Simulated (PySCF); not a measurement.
## Mn(2+) (manganese, charge +2) across methods

[Ar] 3d4 4s1, high-spin 6D determinant (an excited configuration). All numbers are calculated (PySCF 2.14, scalar relativity by spin-free X2C-1e, in aug-cc-pwCVTZ-DK with one added diffuse shell each of s, p, d, f, g type (11s10p8d5f4g, 152 functions)).

```
method  E (hartree)  mean ε 3p β (eV)  mean ε 3d α (eV)  mean ε 4s α (eV)  Σ⟨r²⟩ (bohr²)   ⟨S²⟩
   PBE    -1157.174           -76.025           -31.854           -22.422          20.46  8.750
   UHF  -1156.35053           -86.691           -41.870           -25.214          20.55  8.751
  PBE0    -1157.209           -79.090           -34.538           -23.223          20.42  8.750
r2SCAN    -1157.389           -76.914           -32.491           -22.674          20.37  8.751
```

(1) Estimate the same row for LDA.

Answers

(1) E (hartree) = -1154.959; mean ε 3p β (eV) = -76.154; mean ε 3d α (eV) = -32.015; mean ε 4s α (eV) = -22.710; Σ⟨r²⟩ (bohr²) = 20.41; ⟨S²⟩ = 8.750.
